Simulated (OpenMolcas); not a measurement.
Ti2+ (d2) in a complex was computed by CASSCF with the d shell active (OpenMolcas, ANO-RCC-VDZP on the metal). Its lowest spin-free states, and all those of the highest spin:

| 2S+1 | Degeneracy | E (cm-1) |
| --- | --- | --- |
| 3 | 1 | 0.0 |
| 3 | 3 | 2595 |
| 3 | 3 | 4519 |
| 1 | 2 | 11373 |
| 1 | 3 | 13584 |
| 3 | 3 | 15212 |
| 1 | 1 | 17477 |
| 1 | 3 | 18001 |
| 1 | 2 | 18953 |
| 1 | 3 | 19888 |
| 1 | 1 | 41130 |

**Question.** Is the site octahedral, tetrahedral or cube-like, axial, or of lower symmetry?

**Answer.** The states with 2S+1 = 3 have orbital degeneracies 1, 3, 3, 3. Threefold states need a cubic site. For d2 at this spin an octahedron puts the threefold T1 below the threefold T2 and a tetrahedron or cube puts the single A2 below the threefold T2, so the site is a tetrahedron or a cube, which this pattern cannot tell apart. The first gap at this spin, 2590 cm-1, is |10Dq| in ligand-field theory. The run had Ti2+ with 4 ligands (bromide) in tetrahedral coordination (Td) at 2.64 Å. A charge of +0.5 e stands 3.2 Å behind each ligand. Ligand basis ANO-RCC-VDZP.

Without dynamic correlation the repulsion within the d shell is too large (B by tens of per cent), so at a given field states of lower spin stand too high. Ligand-to-metal charge-transfer states are missing. With no ligand orbital active B as a rule stays too high, so bands that hang on it stand too high and its fall with covalency is understated. With metal d orbitals alone and no dynamic correlation the field as a rule comes out too small, by tens of per cent, by up to half for chloride and softer ligands. No measured value stands beside these numbers; the geometry is a model, was not optimised and need not be the one that this ion takes.
